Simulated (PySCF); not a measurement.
A geometry optimisation on `[NH2][Fe][NH2]` (Fe(NH2)2) [quintet].

Computed with PBE0-D3(BJ)/def2-SVP geometry optimisation, gas phase (PySCF 2.14.0). Start geometry: GFN2-xTB. The input is one job of a driver script: a line of settings, then coordinates in Å.

Input:
```
{"job": {"xc": "PBE0", "basis": "def2-SVP", "d3": "d3bj", "grid": 1, "maxiter": 40, "kind": "geom"}, "charge": 0, "multiplicity": 5}
Fe     0.276740    -1.093610    -0.060470
N      0.049410    -0.135840     1.594330
H     -0.208060     0.845870     1.663910
H      0.153060    -0.452380     2.552510
N     -0.024480     0.029630    -1.596210
H      0.037460    -0.206060    -2.581110
H     -0.284130     1.012380    -1.572950
```

Output:
```
step   0  E = -1374.99322067  max force = 0.055511
step   1  E = -1375.00767869  max force = 0.019868
step   2  E = -1375.01557792  max force = 0.013092
step   3  E = -1375.02208387  max force = 0.005779
step   4  E = -1375.02488943  max force = 0.005257
step   5  E = -1375.02531226  max force = 0.004952
step   6  E = -1375.02552623  max force = 0.001502
step   7  E = -1375.02555054  max force = 0.000906
step   8  E = -1375.02556107  max force = 0.000170
optimisation converged
```

Energies in Eh; «max force» is the largest Cartesian gradient component in Eh/bohr.

How much energy does the optimisation release, in kcal/mol?

E(step 0) − E(last step) = 0.032340 Eh, which is 20.3 kcal/mol.

Give the first gradient maximum in eV/Å.

With 1 Eh/bohr = 51.422 eV/Å, 2.854 eV/Å.

Summary of the converged run: final energy -1375.02556 Eh after 8 steps; dipole 0.00 D.

Time: 31 s. Hardware: an Arm Neoverse V2 with one thread, on a shared host.
Labels such as C1 count atoms from 1, the log's own numbers from 0.

Neither the SCF state along the optimisation nor the shape of the open-shell metal species was proved the lowest: other solutions of the same spin, or a structure of lower symmetry, can lie below.
